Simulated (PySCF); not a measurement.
**Shapes and spin states of RuOF**

Computed with PySCF, PBE0, basis Ru def2-TZVP with ECP28, O def2-TZVP, F def2-TZVP (scalar-relativistic core potentials, no spin–orbit coupling, density fitting).

Relaxations began from a few typed shapes and spin states; open shells are unrestricted. The search is not exhaustive: other isomers or separated fragments can lie lower, and high-lying points may rest on an excited occupation.

Which is the lowest minimum found?
A. doublet Cs: Ru–F 1.826 Å, Ru–O 1.611 Å; F–Ru–O 157.1°
B. doublet C∞v: Ru–F 1.823 Å, Ru–O 1.615 Å; F–Ru–O 180.0°
C. quartet C∞v: Ru–F 1.879 Å, Ru–O 1.688 Å; F–Ru–O 180.0°
D. sextet C∞v: Ru–F 1.937 Å, Ru–O 1.752 Å; F–Ru–O 180.0°
E. quartet Cs: Ru–F 1.859 Å, Ru–O 1.665 Å; F–Ru–O 136.6°
F. quartet Cs: Ru–F 1.860 Å, Ru–O 1.662 Å; F–Ru–O 132.5°
G. doublet (⟨S²⟩ 1.32) Cs: Ru–F 1.865 Å, Ru–O 1.648 Å; F–Ru–O 144.6°

A. The others lie at 0.8 (quartet Cs), 3.8 (doublet C∞v, a saddle point), 4.5 (quartet Cs), 26.4 (doublet Cs), 27.5 (quartet C∞v, a saddle point), 72.2 (sextet C∞v, a saddle point) kJ/mol above it.

Formally Ru is in oxidation state +3, d5, with 1 unpaired electron (the high-spin count would be 5). The Mulliken spin on Ru is 0.88. The polar-tensor charge on Ru, 1.26, is far below the formal one.

For the lowest minimum: other spin states or occupations of the open shell can lie lower.

The electron or spin density has lower symmetry than the nuclear frame for the quartet C∞v at 27.5 kJ/mol.
